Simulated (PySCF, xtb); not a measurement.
B(Cl)2(OSiH3) (BCl2H3OSi), SMILES [SiH3]OB(Cl)Cl.

Geometry: B3LYP-D3(BJ)/def2-SVP. The structure was generated by enumeration, and PubChem lists no compound with its InChIKey, so it may never have been made. The values are those of a single conformer.

Level of theory: IEF-PCM-ωB97X/def2-SVP (PySCF).

The values are the electrostatic part of the solvation free energy, E(continuum) − E(gas) at the gas-phase geometry, in a cavity of scaled van der Waals radii (PySCF's table); cavitation and dispersion terms are not included. In vacuum the orbital gap is 13.26 eV. The dipole moment in vacuum is 2.12 D.

```json
[
 {"solvent": "water", "ε": "78.36", "ΔG(elec) (kcal/mol)": "-1.7", "dipole (D)": "2.52", "gap (eV)": "13.43"},
 {"solvent": "dichloromethane", "ε": "8.93", "ΔG(elec) (kcal/mol)": "-1.5", "dipole (D)": "2.47", "gap (eV)": "13.41"},
 {"solvent": "benzene", "ε": "2.27", "ΔG(elec) (kcal/mol)": "-0.8", "dipole (D)": "2.31", "gap (eV)": "13.34"}
]
```

For comparison, GFN2-xTB/ALPB(water) (xtb, at the GFN2-xTB geometry, all terms of that model) gives -1.1 kcal/mol.
